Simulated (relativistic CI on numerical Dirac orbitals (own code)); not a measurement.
## Cubic crystal-field splitting of Yb3+ by operator equivalents

Problem. Yb3+ (4f13) sits in a cubic field with the Wybourne parameters B⁴₀ = -680 and B⁶₀ = 580 cm⁻¹. Find the levels of its ground J multiplet, neglecting the mixing with the other J.

Working.
1. One f hole has the ground level ²F7/2 with g_J = 8/7 and the Stevens factors β = −2/1155 and γ = 4/27027.
2. Stevens form: B₄ = β B⁴₀/8 = 0.1472 and B₆ = γ B⁶₀/16 = 0.00537 cm⁻¹, in H = B₄(O₄⁰ + 5O₄⁴) + B₆(O₆⁰ − 21O₆⁴).
3. For J = 7/2 the eigenvalues are E(Γ6) = 840B₄ − 25200B₆ = -11.6, E(Γ7) = −1080B₄ − 15120B₆ = -240.1 and E(Γ8) = 120B₄ + 20160B₆ = 125.8 cm⁻¹.
4. Order and energies above the lowest: Γ7 0.0, Γ6 228.5, Γ8 365.9 cm⁻¹. A Γ7 ground doublet has the isotropic |g| = 3.429.

Check. Diagonalising spin-orbit coupling (free-ion gap 10208 cm⁻¹, from a Dirac-Coulomb-Breit calculation) and field together in all 14 states gives Γ7 0.0, Γ6 242.7, Γ8 379.1 cm⁻¹, with |g| = 3.472. The other multiplet starts at 10347 cm⁻¹; the differences from the hand values come from J mixing and grow with the ratio of the field to that gap.
